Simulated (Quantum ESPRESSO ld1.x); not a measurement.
Au2+, 77 electrons, occupied as [Xe] 4f14 5d9. Method: Dirac Kohn-Sham, PW86 exchange with PBE correlation, spin-unpolarised, spherical densities, point nucleus; open shells fill j = l - 1/2 first; computed with ld1.x of Quantum ESPRESSO 7.5.

Unscreened Slater integrals over Kohn-Sham orbitals (hartree). Large and small components are both included.

integral,value
"F0(5d5/2,5d5/2)",0.59367
"F2(5d5/2,5d5/2)",0.30611
"F4(5d5/2,5d5/2)",0.20197
"F0(5d5/2,5d3/2)",0.60421
"F2(5d5/2,5d3/2)",0.31151
"G2(5d5/2,5d3/2)",0.31108
"G4(5d5/2,5d3/2)",0.20542
"F0(5d5/2,5p3/2)",0.67881
"F2(5d5/2,5p3/2)",0.33492
"G1(5d5/2,5p3/2)",0.40462
"G3(5d5/2,5p3/2)",0.24991
"F0(5d5/2,5p1/2)",0.69722
"G3(5d5/2,5p1/2)",0.22794
"F0(5d5/2,4f7/2)",0.77376
"F2(5d5/2,4f7/2)",0.17510
"F4(5d5/2,4f7/2)",0.080538
"G1(5d5/2,4f7/2)",0.055129
"G3(5d5/2,4f7/2)",0.052439
"G5(5d5/2,4f7/2)",0.042096
"F0(5d3/2,5d3/2)",0.61539
"F2(5d3/2,5d3/2)",0.31781
"F0(5d3/2,5p3/2)",0.69518
"F2(5d3/2,5p3/2)",0.34843
"G1(5d3/2,5p3/2)",0.42815
"G3(5d3/2,5p3/2)",0.26454
"F0(5d3/2,5p1/2)",0.71530
"G1(5d3/2,5p1/2)",0.39550
"F0(5d3/2,4f7/2)",0.79895
"F2(5d3/2,4f7/2)",0.18756
"G3(5d3/2,4f7/2)",0.057536
"G5(5d3/2,4f7/2)",0.046043
"F0(5p3/2,5p3/2)",0.81879
"F2(5p3/2,5p3/2)",0.44118
"F0(5p3/2,5p1/2)",0.85444
"G2(5p3/2,5p1/2)",0.44822
"F0(5p3/2,4f7/2)",1.0131
"F2(5p3/2,4f7/2)",0.30738
"G2(5p3/2,4f7/2)",0.11275
"G4(5p3/2,4f7/2)",0.096204
"F0(5p1/2,5p1/2)",0.89702
"F0(5p1/2,4f7/2)",1.0944
"G4(5p1/2,4f7/2)",0.12309
"F0(4f7/2,4f7/2)",1.8220
"F2(4f7/2,4f7/2)",0.90560
"F4(4f7/2,4f7/2)",0.57685
"F6(4f7/2,4f7/2)",0.41758
